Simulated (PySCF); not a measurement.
Here is a job for PySCF.
```python
from pyscf import gto, scf

mol = gto.Mole()
mol.atom = '''
    I    -0.000000   -0.000000   -1.707770
    I     0.000000    0.000000    1.707770
'''
mol.basis = 'def2-svp'
mol.ecp = {'I': 'def2-svp'}
mol.charge = -1
mol.spin = 1
mol.verbose = 4
mol.build()

mf = scf.UHF(mol)
mf.kernel()
```

Task: What total energy does HF/def2-SVP run with PySCF give?

Result: -593.4025 Eh

Task: Predict the number of basis functions from HF/def2-SVP.

Result: 52

Task: What nuclear repulsion energy does HF/def2-SVP give?

Result: 96.8326 Eh

Task: Estimate the Mulliken (on the basis functions themselves) charges in atom order that HF/def2-SVP returns for this input.

Result: I1 -0.50, I2 -0.50

Task: Give the HOMO energy at the level HF/def2-SVP.

Result: -3.93 eV

These values belong to the state on which the SCF converged, which isn't shown to be the lowest.
